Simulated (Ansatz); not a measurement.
```
atom    x (Å)    y (Å)    z (Å)
   C  -0.0014  -0.2667  -1.2721
   C  -0.0077   0.5858  -0.0001
   C   0.0003  -0.2661   1.2673
   H  -0.0002   0.3698  -2.1646
   H   0.8915  -0.9156  -1.3270
   H  -0.8826  -0.9111  -1.3124
   H  -0.8701   1.2492   0.0036
   H   0.8725   1.2545  -0.0008
   H  -0.0050   0.3719   2.1827
   H  -0.8939  -0.9012   1.3190
   H   0.8909  -0.9176   1.3175
```

Basis set: def2-TZVP (spherical functions). Frozen core: 3 orbitals. Charge 0, multiplicity 1.

Computed with Ansatz (development build ahead of 0.2.0); each method stands on the lowest determinant of its kind that the runs found. Restricted open shells among the atoms or ions are ROHF, correlated in semicanonical orbitals with singles.

(1) Give the atomization energy at this shape (free ground-state atoms in the same class of orbitals less the molecule, no zero-point energy) of singlet C₃H₈ by RHF-MP2, RHF.

Results:

(1)

| method | atomization energy |
| --- | --- |
| RHF-MP2 | 4081.0 kJ/mol |
| RHF | 3270.4 kJ/mol |
